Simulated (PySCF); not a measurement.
**Ionising CdN**

PBE; basis Cd cc-pVDZ-PP with ECP28, N cc-pVDZ; scalar-relativistic core potentials; PySCF 2.14. Neutral (UKS): quartet (σ ↑, π ↑↑), Re = 2.356 Å, ωe = 225 cm⁻¹, De = 0.32 eV, HOMO -5.19 eV, LUMO -3.65 eV.

CdN⁺ (UKS): triplet (π ↑↑), Re = 2.134 Å, ωe = 405 cm⁻¹, De = 1.27 eV to Cd⁺ + N. The energies at the minima are -222.26948 hartree for CdN and -221.96536 for CdN⁺.

(1) Work out the adiabatic ionisation energy, without and with harmonic zero-point energies (1 hartree = 27.2114 eV, 1 eV = 8065.5 cm⁻¹), and the change of the bond length.

Weak bonds: CdN. Basis-set superposition, not corrected here, can be much of De in a small basis, most of all at correlated wavefunction levels. Spin–orbit coupling is left out. For an ion De counts to the pair picked by the measured ionisation energies or electron affinities, which need not be the lowest pair at this level. States were picked by a PBE0 search and need not be the measured ground states.

Answers

(1) At PBE: 0.30412 hartree = 8.276 eV between the minima; the zero-point term (405.0 − 225.0)/2 cm⁻¹ = +0.011 eV makes it 8.287 eV. Re changes by -22.2 pm against the neutral. The electron leaves a σ orbital, and the shorter bond of the ion fits an antibonding orbital, or a change in how ionic the bond is.
